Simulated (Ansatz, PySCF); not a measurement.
C3H12BNOSi (SMILES CB(O[SiH3])N(C)C), singlet, at a GFN2-xTB geometry, with bond 3-2 at 2.4 times its length. Base run: CASSCF(2,2)/STO-3G in PySCF.

The PySCF input:
```python
from pyscf import gto, scf, mcscf
import numpy

mol = gto.Mole()
mol.atom = '''
    B     0.20258545    0.49770903    0.05887000
    C     0.99639569    1.80543966   -0.40862246
    H     3.04509250    2.30162072    1.13251889
    H     0.36275213    2.68981861   -0.39815673
    H     1.37237613    1.68600055   -1.42122191
    N    -0.38109270    0.40071835    1.33007767
    C    -0.34401172    1.42790448    2.34344117
    C    -1.10441323   -0.77181950    1.77103299
    H    -1.35996968    1.73911859    2.60948181
    H     0.14355536    1.05310910    3.24986870
    H     0.20374505    2.29229483    1.98329432
    H    -0.63577934   -1.19770429    2.66435257
    H    -2.14001843   -0.51371361    2.01605540
    H    -1.10126610   -1.51520831    0.97916703
    O     0.07664865   -0.55731105   -0.77701727
    Si    0.28925018   -1.35934121   -2.14190965
    H    -1.05104542   -1.79031590   -2.54683477
    H     1.16067496   -2.48956481   -1.81160373
    H     0.89916133   -0.53947253   -3.19505305
'''
mol.basis = 'sto-3g'
mol.verbose = 4
mol.build()

mf = scf.RHF(mol)
mf.kernel()
mc = mcscf.CASSCF(mf, 2, 2)
mc.fix_spin_(ss=0.0)
mc.kernel()
occ = numpy.linalg.eigvalsh(mc.fcisolver.make_rdm1(mc.ci, mc.ncas, mc.nelecas))[::-1]
ss = mc.fcisolver.spin_square(mc.ci, mc.ncas, mc.nelecas)[0]
print('natural occupations', occ.round(4), ' <S^2>', round(ss, 4))
```

Programs used: Ansatz (a first-principles code), PySCF; a row that names a program was run with it.

The base run was repeated with changes; each row names its change, and settings that it needs were set with it.

| change | ΔE vs base (mEh) | natural occupations | <S^2> of the state |
|---|---|---|---|
| base | 0.000 | 1.31 0.69 | 0.00 |
| active space = 8 electrons, 9 orbitals | -46.396 | 1.98 1.98 1.98 1.31 0.69 0.02 0.02 0.02 0.00 | 0.00 |
| active space = 8 electrons, 8 orbitals | -48.207 | 1.99 1.98 1.98 1.31 0.69 0.02 0.02 0.01 | 0.00 |
| active space = 8 electrons, 7 orbitals | -32.263 | 1.99 1.98 1.98 1.31 0.69 0.02 0.02 | 0.00 |
| solver = newton | 0.000 | 1.31 0.69 | 0.00 |
| orbitals = fixed (CASCI); correction = SC-NEVPT2 | -312.9 | 1.33 0.67 | 0.00 |
| code = ansatz | 0.039 | - | - |
| correction = SC-NEVPT2 | -310.5 | 1.31 0.69 | 0.00 |
| start = MP2 natural orbitals | 0.000 | 1.31 0.69 | 0.00 |
| state_average = 2 states | 0.052 | - | - |
| active space = 4 electrons, 5 orbitals | -9.635 | 1.99 1.31 0.69 0.01 0.00 | 0.00 |

Active orbitals are taken around the Fermi level unless the row says otherwise; CASSCF can end in different local minima, and two programs can end on different orbitals. State-averaged rows give the lowest state.
